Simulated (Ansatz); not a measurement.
Relaxation of ClH$_{8}$HfN$_{2}$OP (14 atoms, charge 0, multiplicity 1), to a largest force component of 0.03 eV/Å in at most 50 steps.

Level of theory: RKS PBE/def2-SVP (Ansatz).

```xyz
14
Properties=species:S:1:pos:R:3
Hf 0.277 0.540 -0.581
O -0.193 -0.341 2.527
H -1.085 0.047 2.424
N 2.101 -0.026 -1.255
H 2.463 -0.977 -1.385
H 2.794 0.641 -1.622
Cl -0.823 1.724 -2.324
N -0.713 -1.189 -0.177
H -0.702 -1.724 0.702
H -1.254 -1.708 -0.884
P 0.615 2.302 1.287
H 1.915 1.794 1.654
H 1.161 3.336 0.439
H 0.276 0.375 3.028
```

Q: Where does it end, and by what steps?

A: The forces met the threshold. After 25 steps the energy has fallen by 0.461 eV; H12 moved furthest, 1.45 Å. Joined: Hf1–O2 (3.26 → 2.40 Å).

| step | energy less start (eV) | largest force component (eV/Å) | accepted |
| --- | --- | --- | --- |
| 0 | 0.0000 | 0.476 | yes |
| 1 | 0.0572 | 1.730 | no |
| 2 | -0.0320 | 0.605 | yes |
| 3 | -0.0613 | 0.717 | yes |
| 4 | -0.1085 | 0.668 | yes |
| 5 | -0.1774 | 0.633 | yes |
| 6 | -0.2121 | 0.746 | yes |
| 7 | -0.2521 | 0.413 | yes |
| 8 | -0.2783 | 0.798 | yes |
| 9 | -0.3068 | 0.698 | yes |
| 10 | -0.3230 | 0.950 | yes |
| 11 | -0.3513 | 0.562 | yes |
| 12 | -0.3938 | 0.220 | yes |
| 13 | -0.4057 | 0.593 | yes |
| 14 | -0.4246 | 0.224 | yes |
| 15 | -0.4331 | 0.091 | yes |
| 16 | -0.4434 | 0.278 | yes |
| 17 | -0.4451 | 0.253 | yes |
| 18 | -0.4489 | 0.247 | yes |
| 19 | -0.4444 | 0.328 | no |
| 20 | -0.4543 | 0.074 | yes |
| 21 | -0.4566 | 0.094 | yes |
| 22 | -0.4585 | 0.094 | yes |
| 23 | -0.4600 | 0.085 | yes |
| 24 | -0.4602 | 0.083 | yes |
| 25 | -0.4610 | 0.028 | yes |

```xyz
14
Properties=species:S:1:pos:R:3
Hf 0.276 0.427 -0.459
O 0.892 -0.441 1.695
H -0.028 -0.683 1.947
N 2.174 -0.210 -0.828
H 2.746 -0.787 -0.200
H 2.718 0.009 -1.671
Cl -0.378 1.512 -2.476
N -1.203 -0.944 -0.005
H -1.145 -1.953 0.184
H -2.164 -0.749 -0.321
P -0.001 2.654 1.035
H 0.696 2.305 2.261
H 1.173 3.271 0.466
H 1.077 0.382 2.204
```

Whether the end is a true minimum wasn't checked by a vibrational analysis.

Run time: 79 s on 4 threads of Arm Neoverse V1, on a shared host, peak memory 0.24 GiB.
